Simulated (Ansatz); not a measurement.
`[F][Sn]([F])([F])[SeH]` + H₂O → `[OH][Sn]([F])([F])[F]` + H₂Se at 400 K and 1 bar (formal hydrolysis of the Sn–Se bond).

Computed with Ansatz on PBE0-D4/def2-TZVP structures; ΔE is electronic, products minus reactants. CCSD(T)/CBS is the MP2 limit (def2-TZVPP, def2-QZVPP) plus CCSD(T) − MP2 in def2-TZVPP, frozen cores. This one scheme is used for every species. def2 core potentials past Kr. For Se, Sn outer-core shells are correlated without core-valence functions, which leaves a few kJ/mol of doubt a bond. Scalar relativity is left out up to krypton. One conformer a species, not always the lowest.

```csv
species,CCSD(T)/CBS energy (Eh),H − E (kJ/mol),S (J/(mol·K))
`[F][Sn]([F])([F])[SeH]`,-2914.83827,70.8,426.2
H₂O,-76.37941,69.8,198.6
`[OH][Sn]([F])([F])[F]`,-589.29279,81.9,392.7
H₂Se,-2401.89790,49.4,229.5
```

H − E and S are ideal-gas, rigid-rotor, harmonic terms from PBE0-D4/def2-TZVP, for one conformer and one mirror image of each species. 1 Eh = 2625.50 kJ/mol, R = 8.31446 J/(mol·K).

**Question.** By hand: ΔE, ΔH, ΔS and ΔG.

**Answer.** ΔE = (-589.29279) + (-2401.89790) − (-2914.83827) − (-76.37941) = 0.02699 Eh = 70.9 kJ/mol. Δ(H − E) = 81.9 + 49.4 − 70.8 − 69.8 = -9.3, so ΔH = 61.6 kJ/mol. ΔS = 392.7 + 229.5 − 426.2 − 198.6 = -2.6 J/(mol·K). ΔG = 61.6 − 400 × (-2.6)/1000 = 62.6 kJ/mol.

**Question.** By hand: the equilibrium constant, and the temperature at which ΔG would vanish if ΔH and ΔS stayed fixed.

**Answer.** log₁₀ K = −ΔG/(RT ln 10) = -8.2. ΔH and −TΔS have one sign here, so there is no such temperature.

The number of gas molecules stays the same, so ΔS is small and ΔH decides. A doubt of 5 kJ/mol in ΔE shifts log₁₀ K by 0.7 here. Other conformers and mirror images would add mixing entropy, several J/(mol·K) or more a flexible species. Modes under 60 cm⁻¹, often nearly free rotors, make the harmonic entropy too high. These are equilibria of isolated gas molecules and say nothing of rates. Largest T1 diagnostic: 0.015 (customary marks: 0.02 for closed shells, 0.045 for open ones).

ΔS is within the doubt of such terms, so its sign, and with it that verdict, could turn.
